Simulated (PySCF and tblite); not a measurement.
Values are calculated unless marked as measured or tabulated.
**Barrier and rate of a pyramidal inversion**

System: C2H9F2SSi2 (charge +1), numbered as in [CH3:1][S@@+:2]([SiH3:3])[SiH2:4][CH:5]([F:6])[F:7].

Motion: pyramidal inversion at S2. Geometries: GFN2-xTB; energies: PBE0/pcSseg-1 + D3(BJ); zero-point and thermal terms from GFN2-xTB harmonic modes (soft modes blended into free rotors). Rates follow Eyring's equation with the number of equivalent paths and no tunnelling. Run with tblite and PySCF.

```json
{"point": "start", "symmetry": "C1", "E(GFN2) kcal/mol": "0.0", "E(DFT) kcal/mol": "0.0", "ZPE change kcal/mol": "0.00", "lowest mode cm⁻¹": "53"}
{"point": "saddle", "symmetry": "C1", "E(GFN2) kcal/mol": "8.1", "E(DFT) kcal/mol": "10.9", "ZPE change kcal/mol": "-0.85", "lowest mode cm⁻¹": "146i"}
{"point": "end", "symmetry": "C1", "E(GFN2) kcal/mol": "1.1", "E(DFT) kcal/mol": "1.6", "ZPE change kcal/mol": "-0.13", "lowest mode cm⁻¹": "22"}
```

```
Electronic barrier                                      : 10.9 kcal/mol
Barrier with zero-point energy                          : 10.1 kcal/mol
ΔH‡ (298 K)                                             : 10.1 kcal/mol
ΔS‡ (298 K, symmetry apart)                             : 0.9 cal/(mol K)
Paths                                                   : 1 equivalent path
End point                                               : a different minimum
Mean lifetime of the start against this motion at 298 K : 2.4 µs
Cost                                                    : 87 s on 1 thread of Intel Xeon 6975P-C, on a host shared with other jobs (rough), peak memory 0.86 GiB, launched as `OMP_NUM_THREADS=1 python ens_run.py task.json out`
```

```
T/K  ΔG‡ kcal/mol    k s⁻¹  ΔG kcal/mol  k back s⁻¹
150           9.8    0.016          1.3         1.2
200           9.8       87          1.2        1920
250           9.8  1.5×10⁴          1.2     1.6×10⁵
298           9.8  4.2×10⁵          1.1     2.8×10⁶
350           9.8  5.3×10⁶          1.1     2.5×10⁷
400           9.9  3.3×10⁷          1.0     1.2×10⁸
500          10.1  4.1×10⁸          0.9       1×10⁹
```

ΔG and ΔG‡ leave out symmetry numbers and mirror images; rates count paths: 1 out, 1 back.

The ion is treated without a counter-ion.
